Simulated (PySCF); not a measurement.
B₃H₃O₃, SMILES B1OBOBO1. Atoms are numbered in the order given.

```xyz
9

B     -1.3811     0.0000     0.0000
O     -0.6857    -1.1876     0.0000
B      0.6905    -1.1960     0.0000
O      1.3713     0.0000     0.0000
B      0.6905     1.1960     0.0000
O     -0.6857     1.1876     0.0000
H     -2.5835     0.0000     0.0000
H      1.2917    -2.2374     0.0000
H      1.2917     2.2374     0.0000
```
Charge 0, spin multiplicity 1.

Geometry optimised at ωB97X-D3(BJ)/def2-SVP.

All values below come from PySCF with PBE/def2-TZVP.

ESP charges are fitted to the potential on shells at 1.4 to 2.0 van der Waals radii. Atomic charges (e):

```
atom     ESP fit  Mulliken
----  ----------  --------
B1    (withheld)      0.20
O2    (withheld)     -0.22
B3    (withheld)      0.20
O4    (withheld)     -0.22
B5    (withheld)      0.20
O6    (withheld)     -0.22
H7    (withheld)      0.02
H8    (withheld)      0.02
H9    (withheld)      0.02
```

Task: What belongs in the gaps? (Estimate from the structure and the level; the computed values follow.)

Result: 
- B1, ESP fit: 0.81
- O2, ESP fit: -0.66
- B3, ESP fit: 0.82
- O4, ESP fit: -0.67
- B5, ESP fit: 0.82
- O6, ESP fit: -0.66
- H7, ESP fit: -0.15
- H8, ESP fit: -0.16
- H9, ESP fit: -0.16

Computed Mayer and Wiberg (Löwdin basis) orders of the bonds:
```
bond   Mayer  Wiberg
-----  -----  ------
B1–O2   1.23    1.70
O2–B3   1.23    1.70
B3–O4   1.23    1.70
O4–B5   1.23    1.70
B1–O6   1.23    1.70
B5–O6   1.23    1.70
B1–H7   0.96    0.89
B3–H8   0.96    0.89
B5–H9   0.96    0.89
```
